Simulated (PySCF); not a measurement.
Compound: Nb(NEt)(OH)3, C2H8NNbO3 (singlet state).
SMILES: `CC[N]=[Nb]([OH])([OH])[OH]`

A linear-response calculation (PySCF, def2-SVPD basis, gas phase, vertical, core orbitals frozen in the response) gave these numbers; the functional is withheld.

Orbital energies (eV): HOMO-3 -8.91, HOMO-2 -8.62, HOMO-1 -7.14, HOMO -6.90, LUMO -0.70, LUMO+1 -0.53, LUMO+2 -0.47.

```tsv
state	E (eV)	f	main configurations (H = HOMO, L = LUMO)
S1	4.89	0.0010	H→L+1 (64%), H-1→L (18%)
S2	5.06	0.0080	H→L (61%), H→L+2 (18%), H-1→L+1 (16%)
S3	5.11	0.0012	H-1→L (60%), H→L+1 (22%), H-1→L+2 (13%)
S4	5.41	0.0052	H→L+2 (42%), H→L (26%), H-1→L+1 (11%)
S5	5.56	0.033	H-1→L+1 (36%), H→L+2 (24%), H-1→L+2 (11%)
S6	5.68	0.015	H-1→L+2 (56%), H-1→L (18%), H-1→L+1 (17%)
```

Triplets (Tamm–Dancoff): T1 4.29 eV, H→L (55%), H→L+2 (20%), H-1→L+1 (11%); T2 4.59 eV, H→L+1 (55%), H-1→L (18%), H-1→L+2 (11%); T3 4.64 eV, H-1→L+1 (68%), H→L (12%); T4 4.87 eV, H-1→L (49%), H→L+1 (27%), H-1→L+2 (17%).

Vertical ionisation energy by ΔSCF with the same functional: 8.89 eV. Mean static polarisability: 90.5 au.

**Question.** Name the functional.
A. B3LYP
B. HF
C. wB97X-D
D. PBE

**Answer.** A. B3LYP is a global hybrid with 20% exact exchange. In this run −ε(HOMO) = 6.90 eV differs from the ΔSCF value by -1.99 eV, and S1 differs from the orbital gap of 6.20 eV by -1.31 eV. The ratio −ε(HOMO)/IP is 0.78. Small neutral molecules mostly give 0.67 to 0.83 with B3LYP, 0.5 to 0.7 with PBE, 0.89 to 0.99 with wB97X-D; Hartree–Fock can't fall below 1, since the ion's relaxation only lowers the ΔSCF value.

Computed, not measured: TDDFT B3LYP/def2-SVPD, vertical, gas phase, core orbitals frozen in the response, def2 core potentials past Kr (PySCF). Isolated species at its PBE0-D3(BJ)/def2-SVP geometry, gas phase. Spin–orbit coupling is left out.
